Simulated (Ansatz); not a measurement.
Input file for Ansatz (a quantum-chemistry and plane-wave program): R-CCSD(T)/aug-cc-pV(T+d)Z on H4OSi (SMILES O[SiH3]). The basis file is the Basis Set Exchange's JSON of that set.

Ansatz 0.2 input:
```yaml
crystal:
  periodic: [false, false, false]
  atoms:
    - {symbol: O, position_ang: [1.17917805, -0.50645033, -0.03920783]}
    - {symbol: Si, position_ang: [-0.39919578, -0.01907706, 0.03043639]}
    - {symbol: H, position_ang: [1.86065957, 0.15899824, -0.14801728]}
    - {symbol: H, position_ang: [-0.98780348, -0.43643170, 1.32254208]}
    - {symbol: H, position_ang: [-1.16027797, -0.65420229, -1.06843512]}
    - {symbol: H, position_ang: [-0.49256040, 1.45706313, -0.09721825]}
basis:
  gaussian:
    orbitals: aug-cc-pV_T+d_Z.json
magnetization: {spin_polarized: false}
correlation: {method: ccsd_t, electrons: outside_noble_gas}
scf: {lower_state_search: off}
```

Output:

```
WARN ansatz: RAYON_NUM_THREADS=4 ignored (pool sized by the plan → 4); use --threads N
Functional definition: HF
these checks for a lower state are left out or cut short: stability, starts, cluster_reference, orbital_swaps, neighbouring_geometries, increment
integrals: 0.75 GiB planned
1100 factors; integrals over basis functions are off by at most 1.3e-3 eV
mean field: 0.48 GiB planned
mean field evaluation 1: about -9962.7040 eV, gradient 3.6e1 eV
mean field evaluation 2: about -9962.7042 eV, gradient 3.6e1 eV
mean field evaluation 4: about -9965.1371 eV, gradient 2.4e0 eV
mean field evaluation 8: about -9965.1612 eV, gradient 7.6e-2 eV
mean field -9965.16128524 eV, -366.2129226037 hartree, gradient 1.6e-6 eV, S^2 0.000000; 0 other end points of the search recorded, 0 dependent functions left out
6 core orbitals not correlated
reference -9965.16128524 eV, -366.2129226037 hartree; 7, 7 occupied and 180, 180 virtual orbitals, 1100 factors
second order -10.47587717 eV of doubles, -0.00000000 eV of singles
coupled cluster: 2.19 GiB planned
cycle   1  -10.76942154 eV  change   -2.9e-1 eV  update   7.1e-2
cycle   2  -11.05473819 eV  change   -2.9e-1 eV  update   2.1e-2
cycle   3  -11.11789148 eV  change   -6.3e-2 eV  update   1.0e-2
cycle   4  -11.11011974 eV  change    7.8e-3 eV  update   2.1e-3
cycle   5  -11.11002228 eV  change    9.7e-5 eV  update   9.0e-4
cycle   6  -11.11029816 eV  change   -2.8e-4 eV  update   2.4e-4
cycle   7  -11.11018688 eV  change    1.1e-4 eV  update   9.3e-5
cycle   8  -11.11016194 eV  change    2.5e-5 eV  update   2.9e-5
cycle   9  -11.11017064 eV  change   -8.7e-6 eV  update   1.2e-5
perturbative correction -0.35791862 eV, -0.0131532668 hartree
Total energy: -9976.62937451 eV, -366.6343671110 hartree
Checks for a lower state left out: stability, starts, cluster_reference, orbital_swaps, neighbouring_geometries, increment
```

The run converged.

Cost: about 21 core-seconds (a rough figure).
